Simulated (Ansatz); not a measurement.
Z-matrix (Å, degrees):
```
C
F 1 1.333
F 1 1.335 2 108.2
F 1 1.336 2 107.6 3 -116.7
C 1 1.517 2 111.8 3 120.9
O 5 1.382 1 110.8 2 62.0
H 5 1.094 1 107.9 2 -176.6
H 5 1.094 1 108.0 2 -58.8
Ti 6 1.759 5 158.6 1 40.7
F 9 1.751 6 108.9 5 -179.9
F 9 1.747 6 110.2 5 -59.2
F 9 1.750 6 109.1 5 60.6
```

The species carries charge 0 and has multiplicity 1.

Q: List the CAM-B3LYP/def2-TZVPP orbital energies in eV (the Gaussian-basis code of Ansatz). (Estimate.)

A: Computed: Occupied: -4872.73, -675.20, -675.16, -675.11, -673.95, -673.94, -673.90, -547.26, -524.14, -457.78, -457.78, -457.77, -286.28, -281.89, -70.20, -46.16, -46.15, -46.06, -38.85, -36.36, -36.30, -34.09, -33.77, -33.74, -31.04, -23.78, -21.03, -19.03, -19.02, -18.28, -16.32, -16.18, -15.50, -15.41, -15.22, -15.19, -14.91, -14.77, -14.72, -14.45, -14.27, -14.23, -14.01, -13.90, -13.85, -13.79, -13.60, -11.55, -11.51. Lowest empty: -1.51, -1.44, -0.65, -0.31, -0.31, 0.47, 1.98, 2.45.
